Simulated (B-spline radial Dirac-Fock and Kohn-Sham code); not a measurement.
# How the binding energies of Ba²⁹⁺ add up

System: Ba²⁹⁺, configuration 1s2 2s2 2p6 3s2 3p6 3d9; nuclear rms radius 4.8378 fm (A = 138).

The run's input, task.json:

```json
{"items": [{
  "Z": 56,
  "q": 29,
  "cfg": [[1, 0, 2], [2, 0, 2], [2, 1, 6], [3, 0, 2], [3, 1, 6], [3, 2, 9]],
  "A": 138,
  "rrms": 4.8378,
  "do": ["binding"]
}]}
```

Launch: `python xray_run.py task.json out`

Method: Dirac-Fock ΔSCF + Breit + QED. Computed with an atomic code on a B-spline grid. Correlation energy is missing from these numbers. Energies are counted from the vacuum level.

All terms are in eV, carry their sign (relaxation lowers the binding energy) and add up to the binding energy; ⟨r⟩ is the mean radius of the orbital in the initial state.

| subshell | −ε (Koopmans) | relaxation | Gaunt | retardation | self-energy | vacuum polarisation | binding energy | ⟨r⟩ (bohr) |
| --- | --- | --- | --- | --- | --- | --- | --- | --- |
| K (1s) | 38734.3 | -46.20 | -100.17 | 8.24 | -55.11 | 7.98 | 38549.1 | 0.026 |
| L1 (2s) | 7102.0 | -17.24 | -9.95 | 0.63 | -7.09 | 0.95 | 7069.3 | 0.109 |
| L2 (2p1/2) | 6741.6 | -20.41 | -17.35 | 1.93 | 0.35 | -0.01 | 6706.1 | 0.092 |
| L3 (2p3/2) | 6356.2 | -19.09 | -12.47 | 2.35 | -0.29 | -0.04 | 6326.7 | 0.098 |
| M1 (3s) | 2284.5 | -2.54 | -1.90 | 0.13 | -1.59 | 0.21 | 2278.8 | 0.284 |
| M2 (3p1/2) | 2133.6 | -2.95 | -3.29 | 0.37 | 0.04 | 0.00 | 2127.8 | 0.273 |
| M3 (3p3/2) | 2053.0 | -2.65 | -2.29 | 0.47 | -0.08 | -0.01 | 2048.4 | 0.284 |
| M4,5 (3d) | 1792.3 | -3.64 | -1.13 | 0.15 | 0.08 | -0.01 | 1787.7 | 0.256 |

For the deepest level, K (1s), the Breit terms make up -0.238 % of the binding energy, QED -0.122 % and orbital relaxation -0.120 %.

Spin-orbit splittings: 2p 379.5 eV, 3p 79.37 eV.

Going to the tabulated ground configuration of the next ion removes an electron from M4,5 (3d), computed at 1787.7 eV. NIST lists 1776 ± 4 eV as the ionisation energy of this species (theoretical), -11.71 eV from the computed value. Where a p, d or f shell is open in either ion the computed value averages over both j values and all terms, while the table refers to the lowest levels; that difference holds spin-orbit splitting (largest in heavy or highly charged ions), term energies where several electrons share open shells, and correlation, and it can reach 10 % or more.
